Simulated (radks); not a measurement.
Valence configurations of Sm2+ (all share [Xe]). Calculated with a radial shooting solver on a logarithmic mesh with Libxc functionals: non-relativistic Kohn-Sham, PBE, spin-polarised, spherical densities, point nucleus; open shells are filled with parallel spins first (spin-orbit coupling, left out, can overturn this in heavy ions); relativity is left out, which matters for an element this heavy. Energies are relative to 4f6; eigenvalues in eV for spin up.

valence              E (eV)  moment (Bohr magnetons)    e(4f)    e(5d)    e(6p)    e(6s)
4f6                   0.000                        6  -20.074        -        -        -
4f5.5 6p0.5           6.007                        6  -25.187        -  -11.189        -
4f5 6s1              10.403                        6  -29.669        -        -  -15.517
4f5.5 6s0.5           4.287                        6  -24.715        -        -  -14.355
4f4.5 5d1 6s0.5      15.272                        6  -31.647  -18.060        -  -15.135
4f4 5d1 6s1          24.584                        6  -36.997  -20.040        -  -16.219
4f4.5 6s1 6p0.5      20.435                        6  -35.344        -  -12.978  -16.857
4f4 5d1 6s0.5 6p0.5  26.529                        6  -37.446  -20.383  -12.558  -16.445
4f4 6s1 6p1          32.823                        6  -41.239        -  -14.002  -18.099
4f3.5 5d1 6s1 6p0.5  38.151                        6  -43.020  -22.385  -13.376  -17.486

NIST lists [Xe] 4f6 as the ground configuration; this level of theory agrees among the configurations tried. The energies are those of spherical high-spin densities, not of single terms. Relativity is left out, which favours d and f over s occupation in heavy atoms.
